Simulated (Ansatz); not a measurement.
# Which isomer of CBGeO− gives these data?

These gas-phase data were calculated for one isomer of CBGeO− at B3LYP-D3(BJ)/def2-SVPD (harmonic, unscaled wavenumbers; equilibrium rotational constants with average atomic masses):

```
rotational constants            : 289.7, 1.584, 1.576 GHz
all wavenumbers above 1500 cm⁻¹ : 1988
```

Candidates:

(1) `O=C=[B-]=[Ge]`, a singlet
(2) `O=B[C]#[Ge-]`, a singlet

Q: Assign the data to one candidate and say why. Where the bands don't settle it, estimate the moments of inertia from typical bond lengths.

A: Candidate (1). The rotational constants decide: (2) would give 1.596 GHz.

The same quantities for all candidates:

```
     rotational constants (GHz)  wavenumbers above 1500 cm⁻¹  E above the lowest, B3LYP-D3(BJ)/def2-SVPD (kcal/mol)
(1)         289.7, 1.584, 1.576                         1988                                                   49.0
(2)                       1.596                         1918                                                    0.0
```

Harmonic stretches to hydrogen usually lie a few per cent above observed fundamentals. Programs: Ansatz 0.2.0.
